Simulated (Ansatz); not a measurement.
Calculated with Ansatz (gas phase, PBE0-D4/def2-TZVP geometries, no zero-point term in ΔE). CBS: MP2 limit from def2 TZ/QZ plus the TZ coupled-cluster correction, frozen cores. This one scheme is used for every species. Functionals use def2-TZVPP. B3LYP here is the variant with VWN-RPA as its local correlation; programs differ in this. Triplets are unrestricted, without spin–orbit coupling. Each species was taken in one conformer, which may not be the lowest.

Consider the formal loss of a carbene: `CO[Si](O)(Cl)Cl` → `[CH2]` (triplet) + `O[Si](O)(Cl)Cl`.

`CO[Si](O)(Cl)Cl`:

Cartesian coordinates in Å:
```
C 0.697 -1.308 -0.730
O 0.559 0.076 -0.473
Si -0.596 0.771 0.414
O -0.352 2.366 0.479
Cl -0.586 -0.063 2.281
Cl -2.431 0.485 -0.400
H -0.164 -1.688 -1.288
H 1.597 -1.446 -1.328
H 0.797 -1.871 0.202
H 0.479 2.678 0.842
```

`[CH2]` (triplet):

```xyz
3

C     0.164    0.086    0.205
H    -0.778    0.611    0.180
H     0.615   -0.697   -0.385
```

`O[Si](O)(Cl)Cl`:

Z-matrix (Å, degrees):
```
Si
O 1 1.615
Cl 1 2.026 2 106.6
O 1 1.622 2 109.0 3 121.4
Cl 1 2.044 2 111.9 3 -117.9
H 2 0.959 1 117.8 3 -173.1
H 4 0.959 1 118.4 2 167.9
```

(1) Is it downhill or uphill in electronic energy at CCSD(T)/CBS, and by how much? (Estimate.)

(2) What do these levels give: r2SCAN-D4, B3LYP-D4, ωB97X-V, ωB97M-V, B2PLYP, PBE, PBE0, SCS-MP2/def2-TZVPP, CCSD(T)/def2-TZVPP, HF/def2-QZVPP, MP2/def2-QZVPP, SCS-MP2/def2-QZVPP? (An estimate is asked.)

Largest T1 diagnostic among the species: 0.011.

Answers

(1) Ansatz gave: Uphill: ΔE = +3.98 eV.

(2) Ansatz gave: r2SCAN-D4 3.76, B3LYP-D4 3.98, ωB97X-V 4.14, ωB97M-V 4.03, B2PLYP 3.91, PBE 3.99, PBE0 3.89, SCS-MP2/def2-TZVPP 4.02, CCSD(T)/def2-TZVPP 3.88, HF/def2-QZVPP 2.56, MP2/def2-QZVPP 4.02, SCS-MP2/def2-QZVPP 4.09 eV.

From PBE to PBE0 (25 % exact exchange), in def2-TZVPP and without D4, ΔE moves by −0.09 eV. In def2-TZVPP, CCSD(T) changes the Hartree–Fock value by +1.32 eV (the triples alone add +0.11 eV) and MP2 by +1.41 eV. The D4 term adds +0.12 eV with B3LYP and +0.07 eV with PBE0; it sums over pairs of atoms, weighted by their polarisabilities, and B3LYP, whose exchange is more repulsive, gets the larger term.
